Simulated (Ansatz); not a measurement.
Born–Oppenheimer molecular dynamics of a periodic cell of 17 atoms, Li₁₆C (host Li, host structure bcc, interstitial C). It starts from a relaxed structure.

All numbers below come from DFT PBE-D3(BJ), scalar-relativistic, plane waves, PAW (Ansatz 0.2.0). Settings: cutoff 420 eV, k mesh 2x2x2, fermi-dirac smearing 0.05 eV, no spin polarisation.

```
ensemble        : NVT, Nosé–Hoover chain
time step       : 1.5 fs
steps asked     : 270
set temperature : 1200 K
thermostat      : time constant 100 fs, chain length 5
seed            : 304056
```

First frame:

```xyz
17
Lattice="6.9800 0.0000 0.0000 0.0000 6.9800 0.0000 0.0000 0.0000 6.9800" Properties=species:S:1:pos:R:3
Li 0.001 0.225 0.227
Li 3.495 -0.169 0.241
Li 0.004 2.790 -0.384
Li 0.001 0.226 3.265
Li 1.988 1.912 1.746
Li 3.494 3.790 -0.252
Li 3.495 -0.170 3.249
Li 4.997 1.918 1.746
Li 0.004 2.790 3.875
Li 1.495 4.934 1.746
Li 1.979 1.522 5.235
Li 3.494 3.789 3.743
Li 5.491 4.936 1.746
Li 5.016 1.518 5.235
Li 1.364 5.936 5.236
Li 5.625 5.931 5.236
C 0.008 0.873 5.236
```

Question: What does the run give?

Answer: The run went to its last step.

```json
{
  "steps done": "270",
  "time covered": "405 fs",
  "mean temperature over the second half": "993 K",
  "spread of the potential energy over the second half": "23.4 meV per atom",
  "mean potential energy of the second half above the start": "148.1 meV per atom"
}
```

The conserved energy stayed within 0.3 meV per atom of its start (net change 0.25 meV per atom), so the integration is sound. The mean temperature of the second half is 17 % below the set value. A run of 0.41 ps of so small a system gives no equilibrium averages. Limits of this set-up: coarse k mesh.

Question: What happens to the structure?

Answer: Mean squared displacements from the first frame to the last, about the centre of mass: Li 2.60 Å², C 0.53 Å². Another seed would give other details.

Question: How do temperature and energy run in time?

Answer: 
```csv
time (fs),T (K),potential energy less start (eV),conserved less start (meV/atom)
0.0,1200,0.000,0.00
33.0,387,1.713,0.16
66.0,579,1.484,0.12
99.0,777,1.372,0.12
132.0,705,1.764,0.14
165.0,752,1.887,0.20
198.0,951,1.750,0.18
231.0,1000,1.931,0.16
264.0,984,2.254,0.22
297.0,1053,2.368,0.17
330.0,1005,2.706,0.23
363.0,826,3.284,0.27
396.0,1250,2.696,0.26
```

The run took 12 min on 1 thread of AMD EPYC 7B13 (Zen 3), with other jobs on the host, peak memory 0.66 GiB.
